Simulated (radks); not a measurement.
Task: Excited configurations of Se: one electron is placed in a higher orbital outside [Ar] 3d10 4s2 4p3. The ground configuration is [Ar] 3d10 4s2 4p4. Method: Dirac Kohn-Sham, PBEsol, spin-unpolarised, spherical densities, finite nucleus; open shells fill j = l - 1/2 first; Fermi nuclear charge, rms radius 4.14 fm; computed with a radial shooting solver on a logarithmic mesh with Libxc functionals. Excitation = E - E(ground); binding = E(ion) - E, where the ion is the core of charge +1; n* = 1/sqrt(2 binding) in atomic units, and the quantum defect is n - n*.

outer orbital  excitation (eV)  binding (eV)     n*  quantum defect  eigenvalue (eV)  <r> (bohr)
4f5/2                    9.760         0.900  3.887           0.113           -0.429       17.53
5s1/2                    7.058         3.602  1.943           3.057           -2.010       5.909
5d3/2                    9.468         1.192  3.379           1.621           -0.627       15.40
5f5/2                   10.040         0.620  4.684           0.316           -0.359       29.72
6p1/2                    9.377         1.284  3.256           2.744           -0.753       16.13
6d3/2                    9.892         0.768  4.209           1.791           -0.461       26.03
6f5/2                   10.213         0.448  5.514           0.486           -0.280       44.56
7s1/2                    9.673         0.987  3.712           3.288           -0.626       22.22
7p1/2                    9.857         0.803  4.115           2.885           -0.505       26.73

Estimate the row for 5p1/2.

Result: excitation (eV) 8.280; binding (eV) 2.380; n* 2.391; quantum defect 2.609; eigenvalue (eV) -1.259; <r> (bohr) 8.010. The Delta-SCF ionisation energy is 10.660 eV (NIST Atomic Spectra Database: 9.752 eV, measured). Self-interaction in the functional shifts the binding energies and quantum defects, so they are the method's values and not measured ones. Spin polarisation and multiplet splitting are left out, so open shells lie too high by an amount that depends on their filling.

Beside tabulated values, note that spin-unpolarised runs miss the spin-polarisation part of the exchange energy of open shells.
